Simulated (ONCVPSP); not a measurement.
# Potentials for zinc compared

Generated with ld1.x 7.5 (TM, RRKJ, ultrasoft, PAW), atompaw 4.2 or ONCVPSP 4.0.1. The cutoff is in Ry: for ld1.x and atompaw files where the sum of valence levels is converged to 10 mRy in a Bessel basis, for ONCV files where the hardest occupied wave has 1 mHa per electron of residual kinetic energy. The error is the largest all-electron minus pseudo excitation energy over each file’s own four to seven test configurations (ionisations up to +4, promotions, holes and added fractions of an electron), all of which were solved. The labels leave out finer settings (local radius, basis sizes, second energies), which also bear on the numbers. Spin-polarised tests are not counted. The rows are a selection from randomly drawn settings: files with unsolved tests, undetermined cutoffs or missed reference levels are left out.

A true bound ghost makes a file unfit for plane-wave use even where its test errors are small: the radial tests pick states by their node count and pass the ghost by.

```tsv
potential	cutoff (Ry)	largest error (meV)	bound ghosts
ONCV, PBEsol, non-relativistic, rc 1.25/1.05/1.30/1.35 (spdf), local smoothed, core correction yes, reference 3s2 3p6 3d10 4s2, qcut 8.4/14.7/13.4/8.1, projectors 2/1/3/2	140	-258	none
ONCV, PBE, scalar-relativistic, rc 1.00/0.85/1.10 (spd), local smoothed, core correction yes, reference 3s2 3p6 3d10, qcut 13.5/20.6/16.6, projectors 1/3/3	253	-235	none
ONCV, PBE, scalar-relativistic, rc 1.00/0.65/1.05 (spd), local smoothed, core correction no, reference 3s2 3p6 3d10 4s1.5, qcut 13.9/11.7/17.1, projectors 2/2/2	344	+0.3	none
ONCV, LDA (Perdew-Zunger), fully relativistic, rc 0.90/1.00/1.20 (spd), local smoothed, core correction yes, reference 3s2 3p6 3d10, qcut 14.9/15.4/11.4, projectors 1/1/3	151	+438	none
ONCV, PBE, non-relativistic, rc 1.15/0.85/1.20 (spd), local smoothed, core correction yes, reference 3s2 3p6 3d10 4s1.75, qcut 13.5/17.8/12.6, projectors 2/1/2	177	+23	none
ONCV, PBEsol, scalar-relativistic, rc 1.05/0.90/1.35 (spd), local smoothed, core correction yes, reference 3s2 3p6 3d10 4s2, qcut 13.5/19.5/13.3, projectors 2/2/3	172	+35	none
ONCV, LDA (Perdew-Wang 92), scalar-relativistic, rc 2.10/1.85/1.30/2.25 (spdf), local smoothed, core correction yes, reference 3d10 4s1, qcut 2.6/4/12.9/5.2, projectors 2/2/3/2	128	-116	p
```

Question: Fill in the row for Zn: ONCV, PW91, scalar-relativistic, rc 2.05/1.90 (sp), local smoothed, core correction yes, reference 4s1.5, qcut 2.9/4.9, projectors 1/3.

Answer: cutoff 24 Ry, largest error -50 meV, bound ghosts: p.

Question: Fill in the row for Zn: ONCV, PBE, scalar-relativistic, rc 1.05/0.85/1.40/1.35 (spdf), local smoothed, core correction no, reference 3s2 3p6 3d10, qcut 11.1/12.7/11/7.7, projectors 2/3/3/1.

Answer: cutoff 135 Ry, largest error +152 meV, bound ghosts: none.
